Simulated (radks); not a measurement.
Spherical jellium clusters: N electrons in a uniform positive sphere of charge N and radius rs N^(1/3), rs = 3.84 bohr. Method: non-relativistic Kohn-Sham, LDA (Slater exchange, Perdew-Wang correlation), spin-polarised, spherical densities; computed with a radial shooting solver with Libxc functionals. Levels are named by radial order and angular momentum (1s, 1p, 1d, 2s, ...), and open shells are averaged over m.

N = 42, configuration 1s2 1p6 1d10 2s2 1f14 2p6 1g(up 2, down 0). This is the lowest configuration that the search found. Occupied and some empty levels:

level,occupation,eigenvalue (eV),<r> (bohr)
1s up,1,-5.6206,8.572
1s down,1,-5.5738,8.448
1p up,3,-5.1468,9.631
1p down,3,-5.0846,9.566
1d up,5,-4.4784,10.39
1d down,5,-4.4065,10.36
2s up,1,-3.8852,7.861
2s down,1,-3.8547,7.921
1f up,7,-3.6521,11.03
1f down,7,-3.5748,11.02
2p up,3,-2.8872,9.249
2p down,3,-2.8537,9.271
1g up,2,-2.6936,11.61
1g down,0,-2.6144,11.62
2d up,0,-1.8507,10.73
2d down,0,-1.8139,10.75
1h up,0,-1.6272,12.21
3s up,0,-1.6111,10.44
3s down,0,-1.5825,10.49
1h down,0,-1.5493,12.23

Energy (eV): total -79.5273, kinetic 78.759, external -4273.5, Hartree 2118.0, exchange-correlation -160.49, background 2157.7.
